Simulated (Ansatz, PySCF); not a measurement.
BrGaH₃N, SMILES [NH2][GaH][Br]. Atoms are numbered in the order given.

```xyz
6

Ga    -0.4174     0.8877     0.0000
H     -1.9084     1.3173     0.0000
Br     0.1697    -1.3506     0.0000
N      0.9920     2.0190     0.0000
H      1.9563     1.7035     0.0000
H      0.9143     3.0304     0.0000
```

The structure is a stationary point at B3LYP-D3(BJ)/def2-SVP. The structure was generated by enumeration; whether it is a known compound was not checked. One conformer was computed; it need not be the lowest.

Two levels are set side by side: PBE-D3(BJ)/def2-SVP (Ansatz, an electronic-structure program) and B3LYP-D3(BJ)/def2-SVP (Ansatz). Each level has its own optimised geometry; the coordinates shown are those of the second. Frequencies come from the Hessian of PySCF at each geometry. Differences are taken from unrounded values.

| quantity | B3LYP-D3(BJ) |
|---|---|
| mean bond length (Å) | 1.540 |
| bond Ga1–Br3 (Å) | 2.314 |
| bond Ga1–N4 (Å) | 1.807 |
| bond Ga1–H2 (Å) | 1.552 |
| bond N4–H5 (Å) | 1.015 |
| bond N4–H6 (Å) | 1.014 |
| highest harmonic wavenumber (cm⁻¹) | 3683 |
| mean harmonic wavenumber (cm⁻¹) | 1199 |
| zero-point energy (kcal/mol) | 20.57 |

Problem. What does PBE-D3(BJ) give, and how far is it from B3LYP-D3(BJ)? (An estimate is asked for; the answer gives what the named calculation found.)

Solution. 
| quantity | PBE-D3(BJ) | PBE-D3(BJ) minus B3LYP-D3(BJ) |
|---|---|---|
| mean bond length (Å) | 1.546 | 0.005 |
| bond Ga1–Br3 (Å) | 2.313 | -0.001 |
| bond Ga1–N4 (Å) | 1.813 | 0.006 |
| bond Ga1–H2 (Å) | 1.559 | 0.007 |
| bond N4–H5 (Å) | 1.021 | 0.007 |
| bond N4–H6 (Å) | 1.021 | 0.007 |
| highest harmonic wavenumber (cm⁻¹) | 3619 | -64 |
| mean harmonic wavenumber (cm⁻¹) | 1167 | -32 |
| zero-point energy (kcal/mol) | 20.03 | -0.54 |

GGA bonds tend to be longer and softer than those of functionals with exact exchange. Differences between two approximate levels are no errors against the true value.
